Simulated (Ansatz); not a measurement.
`C[NH][InH][CH3]`, charge 0, multiplicity 1.

Q: Give a relaxed structure at PBE0-D4/def2-TZVP (the Gaussian-basis code of Ansatz). (An estimate is asked.)

A: The calculation gave: 
Cartesian coordinates in Å:
```
C -1.922 -1.261 -0.387
N -0.614 -0.663 -0.501
In 0.263 0.661 0.743
C 2.238 1.275 0.176
H -1.883 -2.356 -0.299
H -2.573 -1.026 -1.241
H -2.427 -0.889 0.508
H -0.115 -0.980 -1.317
H -0.730 1.088 2.078
H 2.500 0.856 -0.796
H 2.964 0.932 0.914
H 2.298 2.363 0.121
```
This is one stationary point; other conformers may exist.
